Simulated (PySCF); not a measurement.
# How methods differ on the excitation energy of Be⁺

Be⁺ [He] 2s1 (2S) → Be⁺ [He] 3d1 (2D), as a difference of total energies. Calculation: PySCF 2.14, in aug-cc-pVTZ with one added diffuse shell each of s, p, d, f type (6s5p4d3f, 62 functions); the non-relativistic Hamiltonian (point nucleus). The calculations carry no spin-orbit coupling.

```tsv
method	excitation energy (eV)	error (eV)
UHF	12.088	-0.069
LDA	11.801	-0.356
PBE	11.743	-0.414
PBE0	11.857	-0.300
r2SCAN	11.729	-0.428
wB97X-V	12.129	-0.028
BHandHLYP	12.071	-0.086
MN15	12.001	-0.156
BP86	11.507	-0.650
```

Reference: 12.157 eV (measured; NIST levels, between the centres of gravity of the two terms).
